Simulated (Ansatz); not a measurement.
Reaction (cleavage of the Si–Sn bond): `[SiH3][SnH2][SH]` + `[OH][Ge][Cl]` → `[SiH3][O][Ge][Cl]` + `[SH][SnH3]`

Computed with Ansatz on PBE0-D4/def2-TZVP structures; ΔE is electronic, products minus reactants. CCSD(T)/CBS adds triple-zeta CCSD(T) − MP2 to the extrapolated MP2 energy (def2 sets, frozen cores). def2 core potentials past Kr. For Ge, Sn outer-core shells are correlated without core-valence functions, which leaves a few kJ/mol of doubt a bond. Scalar relativity is left out up to krypton. One conformer a species, not always the lowest.

`[SiH3][SnH2][SH]`:

Cartesian coordinates in Å:
```
Si 0.072 -1.162 -1.274
Sn -0.349 0.788 0.330
S 1.047 0.352 2.251
H 1.512 -1.206 -1.635
H -0.739 -0.976 -2.506
H -0.315 -2.437 -0.619
H -1.972 0.886 0.861
H 0.097 2.305 -0.322
H 0.648 1.449 2.915
```

`[OH][Ge][Cl]`:

```xyz
4

O     0.654   -0.243    0.921
Ge    0.794    0.633   -0.612
Cl   -1.245    0.266   -1.386
H    -0.202   -0.656    1.077
```

`[SiH3][O][Ge][Cl]`:

```xyz
7

Si   -0.179   -0.538    0.730
O     1.110    0.061   -0.118
Ge    1.404    1.095   -1.521
Cl   -0.686    1.556   -2.073
H     0.369   -1.371    1.829
H    -0.983    0.571    1.302
H    -1.035   -1.374   -0.148
```

`[SH][SnH3]`:

Z-matrix (Å, degrees):
```
Sn
S 1 2.406
H 1 1.706 2 109.4
H 1 1.701 2 104.7 3 119.6
H 1 1.706 2 109.5 3 -120.9
H 2 1.343 1 93.9 3 59.9
```

```json
{"species": "`[SiH3][SnH2][SH]`", "SCS-MP2/def2-TZVPP energy (Eh)": "-903.97288"}
{"species": "`[OH][Ge][Cl]`", "SCS-MP2/def2-TZVPP energy (Eh)": "-2611.06869"}
{"species": "`[SiH3][O][Ge][Cl]`", "SCS-MP2/def2-TZVPP energy (Eh)": "-2901.34567"}
{"species": "`[SH][SnH3]`", "SCS-MP2/def2-TZVPP energy (Eh)": "-613.72468"}
```

Problem. Work out ΔE.

Solution. ΔE = (-2901.34567) + (-613.72468) − (-903.97288) − (-2611.06869) = -0.02878 Eh = -18.1 kcal/mol. CCSD(T)/CBS gives -15.1 kcal/mol.

Largest T1 diagnostic among the species: 0.014.

In def2-TZVPP, CCSD(T) changes the Hartree–Fock value by +5.0 kcal/mol (the triples alone add +0.6 kcal/mol) and MP2 by +4.7 kcal/mol. From PBE to PBE0 (25 % exact exchange), in def2-TZVPP and without D4, ΔE moves by −1.7 kcal/mol. At CCSD(T), def2-SVP lies −0.8 kcal/mol from the extrapolated value and def2-TZVPP −1.2 kcal/mol.
